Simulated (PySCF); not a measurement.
Atoms are numbered as in `[CH3:1][C:2]#[C:3][SiH2:4][O:5][CH3:6]`; H(Xn) means a hydrogen on atom n.

Geometry: GFN2-xTB; GIAO shifts from PySCF 2.14.0 with density-fitted response routines, gas phase, non-relativistic, averaged over equivalent atoms.

At WP04/pcSseg-1 (149 basis functions, 14 s wall time on 1 thread of an Arm Neoverse V1, shared host):
| atoms | δ (ppm) |
| --- | --- |
| C2 | 104.3 |
| C3 | 79.2 |
| C6 | 54.6 |
| C1 | 8.0 |
| Si4 | -63.2 |
| O5 | 2.1 |
| H(Si4) | 4.16 |
| H(C6) | 3.63 |
| H(C1) | 2.05 |

Shifts are taken against calculated references (same method and geometry level): $^{13}$C (σ = 175.10 ppm), $^{29}$Si (σ = 334.32 ppm), $^{1}$H (σ = 32.00 ppm) vs TMS; $^{17}$O (σ = 319.30 ppm) vs H2O.

Problem. What do these become at PBE0/pcSseg-1?

Solution. 
```json
{"atoms": "C2", "δ at PBE0/pcSseg-1": "113.0", "change": "+8.7"}
{"atoms": "C3", "δ at PBE0/pcSseg-1": "84.4", "change": "+5.2"}
{"atoms": "C6", "δ at PBE0/pcSseg-1": "53.0", "change": "-1.6"}
{"atoms": "C1", "δ at PBE0/pcSseg-1": "5.9", "change": "-2.1"}
{"atoms": "Si4", "δ at PBE0/pcSseg-1": "-50.0", "change": "+13.2"}
{"atoms": "O5", "δ at PBE0/pcSseg-1": "4.3", "change": "+2.2"}
{"atoms": "H(Si4)", "δ at PBE0/pcSseg-1": "4.92", "change": "+0.76"}
{"atoms": "H(C6)", "δ at PBE0/pcSseg-1": "3.80", "change": "+0.17"}
{"atoms": "H(C1)", "δ at PBE0/pcSseg-1": "2.09", "change": "+0.04"}
```

Chemical shifts δ = σref − σ; $^{13}$C (σ = 186.93 ppm) and $^{29}$Si (σ = 349.16 ppm) and $^{1}$H (σ = 31.72 ppm) vs TMS; $^{17}$O (σ = 336.08 ppm) against H2O, all at this level.

The largest change is at Si4 (silicon bonded to C, O, 2 H). Cost: 149 basis functions, 14 s wall time on 1 thread of an Arm Neoverse V1, shared host. The order of the carbon signals is the same at both levels.

Experimental scales use liquid or dissolved standards, which lie at an offset from isolated H2O (liquid H2O: subtract about 36 ppm).
